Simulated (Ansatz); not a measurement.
`Cl[CH]([GeH3])Br` + H–F → `[F][GeH3]` + `ClCBr` at 298.15 K and 1 bar (ligand exchange at a Ge–C bond).

Calculated with Ansatz (gas phase, PBE0-D4/def2-TZVP geometries, no zero-point term in ΔE). CCSD(T)/CBS adds triple-zeta CCSD(T) − MP2 to the extrapolated MP2 energy (def2 sets, frozen cores). This one scheme is used for every species. For Br, Ge outer-core shells are correlated without core-valence functions, which leaves a few kJ/mol of doubt a bond. Scalar relativity is left out up to krypton.

```json
{"species": "`Cl[CH]([GeH3])Br`", "CCSD(T)/CBS energy (Eh)": "-5149.64977", "H − E (kJ/mol)": "128.9", "S (J/(mol·K))": "352.4"}
{"species": "H–F", "CCSD(T)/CBS energy (Eh)": "-100.39570", "H − E (kJ/mol)": "33.5", "S (J/(mol·K))": "173.6"}
{"species": "`[F][GeH3]`", "CCSD(T)/CBS energy (Eh)": "-2177.72589", "H − E (kJ/mol)": "78.1", "S (J/(mol·K))": "252.0"}
{"species": "`ClCBr`", "CCSD(T)/CBS energy (Eh)": "-3072.34323", "H − E (kJ/mol)": "88.1", "S (J/(mol·K))": "287.4"}
```

H − E and S are ideal-gas, rigid-rotor, harmonic terms from PBE0-D4/def2-TZVP, for one conformer and one mirror image of each species. 1 Eh = 2625.50 kJ/mol, R = 8.31446 J/(mol·K).

By hand: ΔE, ΔH, ΔS and ΔG.

ΔE = (-2177.72589) + (-3072.34323) − (-5149.64977) − (-100.39570) = -0.02365 Eh = -62.1 kJ/mol. Δ(H − E) = 78.1 + 88.1 − 128.9 − 33.5 = 3.8, so ΔH = -58.3 kJ/mol. ΔS = 252.0 + 287.4 − 352.4 − 173.6 = 13.4 J/(mol·K). ΔG = -58.3 − 298.15 × (13.4)/1000 = -62.3 kJ/mol.

By hand: the equilibrium constant, and the temperature at which ΔG would vanish if ΔH and ΔS stayed fixed.

log₁₀ K = −ΔG/(RT ln 10) = 10.9. ΔH and −TΔS have one sign here, so there is no such temperature.

The number of gas molecules stays the same, so ΔS is small and ΔH decides. A doubt of 5 kJ/mol in ΔE shifts log₁₀ K by 0.9 here. Other conformers and mirror images would add mixing entropy, several J/(mol·K) or more a flexible species. These are equilibria of isolated gas molecules and say nothing of rates. Largest T1 diagnostic: 0.012 (customary marks: 0.02 for closed shells, 0.045 for open ones).
